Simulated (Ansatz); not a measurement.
The cluster Ti₄Si. Charge 0, multiplicity 1. Geometry PBE-D4/def2-SVP; atoms count from 1.

Cartesian coordinates in Å:
```
Ti -0.320 1.331 1.478
Ti -1.355 -0.600 0.031
Ti 0.412 1.225 -0.670
Ti 0.849 -0.922 0.793
Si 0.414 -1.033 -1.633
```

The restricted singlet is unstable: a solution with broken spin symmetry lies lower. At PBE0-D4/def2-TZVP a quintet of charge 0 lies 1.04 eV below the restricted singlet, each at its own geometry. The structure comes from a short search, and lower isomers may exist.

(1) Estimate the Mulliken populations from the PBE0/def2-TZVP orbitals of Ansatz.

(2) And the Mayer bond orders between heavy atoms (over 0.3)?

Answers

(1) 
```json
{"atom": "Ti1", "charge (e)": "-0.08", "d electrons": "2.72"}
{"atom": "Ti2", "charge (e)": "0.16", "d electrons": "2.77"}
{"atom": "Ti3", "charge (e)": "0.21", "d electrons": "2.81"}
{"atom": "Ti4", "charge (e)": "0.16", "d electrons": "2.76"}
{"atom": "Si5", "charge (e)": "-0.44", "d electrons": "–"}
```
Mulliken values depend strongly on the basis.

(2) Ti1–Ti2 1.21 (2.63 Å); Ti1–Ti3 1.99 (2.27 Å); Ti1–Ti4 1.21 (2.63 Å); Ti2–Ti3 0.97 (2.64 Å); Ti2–Ti4 1.77 (2.35 Å); Ti2–Si5 1.06 (2.47 Å); Ti3–Ti4 0.97 (2.64 Å); Ti3–Si5 1.11 (2.45 Å); Ti4–Si5 1.06 (2.47 Å).
